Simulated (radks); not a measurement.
Values are calculated unless marked as measured or tabulated.
V II, 22 electrons, occupied as [Ar] 3d2.5 4s0.5 4p1 (fractional occupations, a model configuration). Code: a radial shooting solver on a logarithmic mesh with Libxc functionals. Model: scalar-relativistic Kohn-Sham, LDA (Slater exchange, Perdew-Wang correlation), spin-polarised, spherical densities, finite nucleus; open shells are filled with parallel spins first; Fermi nuclear charge, rms radius 3.6002 fm.

Radial electron density D(r) = 4 pi r^2 rho(r):

r (bohr)  D(r) (e/bohr)  spin D(r)
0.002182         0.4829   0.000119
0.002708         0.7216   0.000178
0.003361          1.072   0.000264
0.004171          1.581   0.000389
0.005177          2.311   0.000568
0.006425          3.341   0.000819
0.007975          4.764    0.00116
0.009897          6.678    0.00163
0.01238           9.268    0.00224
0.01537           12.38    0.00296
0.01907           16.00    0.00378
0.02367           19.88    0.00459
0.02938           23.53    0.00526
0.03646           26.27    0.00562
0.04525           27.40    0.00560
0.05616           26.58    0.00544
0.0697            24.22    0.00602
0.08651           21.68    0.00918
0.1074            20.84     0.0178
0.1333            22.86     0.0354
0.1654            26.81     0.0670
0.2053            29.60      0.122
0.2547            28.00      0.220
0.3162            21.59      0.401
0.3955            13.62      0.720
0.4909            9.396       1.16
0.6093            9.740       1.62
0.7562            11.46       1.92
0.9385            10.97       1.89
1.165             7.909       1.60
1.446             4.392       1.24
1.794             2.100      0.996
2.227             1.124      0.862
2.763            0.7718      0.732
3.43             0.5318      0.528
4.257            0.2890      0.289
5.283            0.1095      0.109
6.557           0.02648     0.0265
8.138          0.003737    0.00374
10.1          0.0002776   0.000278

D(r) has 3 maxima, at r = 0.0460, 0.214, 0.813 bohr, and minima at 0.103, 0.532 bohr, inside which lie 2.13, 10.49 electrons.
